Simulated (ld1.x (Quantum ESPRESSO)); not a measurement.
## Which change was made? (Sn, TM)

Sn (Z = 50), norm-conserving Troullier–Martins (Kleinman–Bylander form), made with ld1.x (Quantum ESPRESSO) 7.5 (PBEsol, fully relativistic). Core [Kr] 4d10, reference 5s2 5p2. Waves: 5s (bound): rc 1.45 bohr; 5p (bound): rc 1.80 bohr; 5d channel at 0.35 Ry: rc 1.95 bohr. Local part: all-electron potential smoothed inside 1.25 bohr (lloc = -1). Core correction: none.

Open shells are filled in proportion to 2j + 1 (rel_dist='average').

Cutoffs, loose and tight: the cutoffs (Ry, on a coarse ladder) from which the occupation-weighted sum of valence levels, in a spherical-Bessel basis at the reference potential, stays within 10 and 1 mRy of its value at 400 Ry. They do not see the model core or the augmentation charge, which bear on the density cutoff. Test errors are all-electron minus pseudo excitation energies from the reference, over the configurations 5s2 5p1; 5s2 5p0; 5s1 5p0; 5s2 5p1.5; 5s1 5p3; 5s1 5p2; 5s2 5p2.3; variants that change the core or the reference have their own tests.

The base gives: outcome: generated; cutoff, loose: 45 Ry; cutoff, tight: 160 Ry; bound ghosts: d3/2, d5/2, s, p3/2, p1/2; largest test error (meV): -21.

(1) After one change the result is: outcome: generated; cutoff, loose: 180 Ry; cutoff, tight: over 300 Ry; bound ghosts: d3/2, d5/2, s, p3/2, p1/2; largest test error (meV): -26. Which change was it?
A. wave 5d channel at 0.35 Ry: rc 1.95 bohr becomes 5d channel at 0.35 Ry: rc 2.20 bohr
B. local potential the p channel
C. wave 5s (bound): rc 1.45 bohr becomes 5s (bound): rc 1.24 bohr
D. reference 5s1 5p3

Results:

(1) C. The others give: wave 5d channel at 0.35 Ry: rc 1.95 bohr becomes 5d channel at 0.35 Ry: rc 2.20 bohr → outcome: generated; cutoff, loose: 45 Ry; cutoff, tight: 160 Ry; bound ghosts: s, p3/2, p1/2; largest test error (meV): -21 | reference 5s1 5p3 → outcome: generated; cutoff, loose: 40 Ry; cutoff, tight: 140 Ry; bound ghosts: d3/2, d5/2, s, p3/2, p1/2; largest test error (meV): +73 | local potential the p channel → outcome: generated, misses its reference levels by 0.33 eV; cutoff, loose: 45 Ry; cutoff, tight: 160 Ry; bound ghosts: s, d3/2, d5/2; largest test error (meV): +99.
